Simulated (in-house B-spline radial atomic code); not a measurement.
Results of a calculation; reference values are marked as such.
Building a PAW d channel for V, r_c = 2.13 bohr

V, [Ar] 3d3 4s2, non-relativistic PBE, spherical and spin-unpolarised, from a B-spline radial code for spherical atoms (atomic units; all potentials screened as in the neutral atom).

Two all-electron partial waves φ1, φ2 are integrated outwards at E1 = ε(3d) = -0.196467 and E2 = E1 + 1 hartree; φ1 is the bound orbital and φ2 has unit norm inside r_c = 2.1339 bohr. Smooth partners are polynomials, r^3(a0 + a1 r² + a2 r⁴ + a3 r⁶), matched to φ and three derivatives at r_c, with no condition on the norm. The local potential is -5.15156 + (2.7457) r² + (-0.618432) r⁴ + (0.0514629) r⁶ inside 1.7471 bohr and the all-electron one outside.

```
wave     φ(r_c)     φ'(r_c)          a0          a1           a2            a3
   1  0.4545254  -0.2772314   0.4923146  -0.2162821    0.0353847  -0.002058757
   2    1.07291    1.228908  -0.2377283   0.2138147  -0.04205961   0.002612133
```

Inside r_c the overlaps are <φi φj> = [[0.83209, -0.42801], [-0.42801, 1.00000]] and, for the smooth waves, [[0.29463, 0.20815], [0.20815, 0.29761]]. With χj = (Ej − T − V_local) applied to smooth wave j, the program's quadrature gives the matrix B_ij = <smooth i, χj> as [[-0.24808, 0.49146], [-0.14470, 0.21343]].

Task: Check the match of the first wave, and find the augmentation charges q_ij.

Result: At r_c the four terms are 4.78371, -9.56954, 7.12909, -1.88874, which sum to 0.4545, φ1(r_c) to rounding. q_ij is the all-electron overlap less the smooth one: [[0.53746, -0.63616], [-0.63616, 0.70239]]. The smooth first wave has a norm of 0.2946 inside r_c against 0.8321, and q11 > 0 puts back the missing charge.

Task: B isn't symmetric. Show that D_ij = B_ij + Ej q_ij is.

Result: Integrating by parts gives B12 − B21 = (E1 − E2) q12: 0.49146 − (-0.14470) = 0.63616, and −1 × (-0.63616) = 0.63616. So D12 = 0.49146 + (0.803533)(-0.63616) = -0.01972 and D21 = -0.14470 + (-0.196467)(-0.63616) = -0.01972; D11 = -0.35367, D22 = 0.77783. The projectors, p = (B⁻¹)ᵀ χ, are dual to the smooth waves; det B = 0.018.

Solving (T + V_local + Σ p D p) ψ = E (1 + Σ p q p) ψ in a sphere of 9 bohr, whose wall lifts the free-atom level a little, gives these levels:

```
all-electron  one projector  two projectors
   -0.196445      -0.196444       -0.196444
    0.104439       0.109824        0.104495
    0.371503       0.400125        0.371631
    0.786036       0.868472        0.786037
    1.331680       1.508050        1.333070
```

Task: What does the second projector gain?

Result: With one projector the errors are 0.00, +5.39, +28.62, +82.44, +176.37 millihartree. With two the errors are 0.00, +0.06, +0.13, 0.00, +1.39 millihartree. The scattering is exact at E1 and at E2 = 0.804, and over all levels compared the largest error is 1.4 millihartree. The lowest eigenvalue of the overlap operator is 1 with one and 0.9257 with two projectors. The smooth orbital alone needs a cutoff of 12.3 hartree for 1 millihartree of kinetic energy, against 26.2 for a norm-conserving Troullier-Martins orbital of the same radius; part of the gain comes from giving up the norm, part from the simpler form.
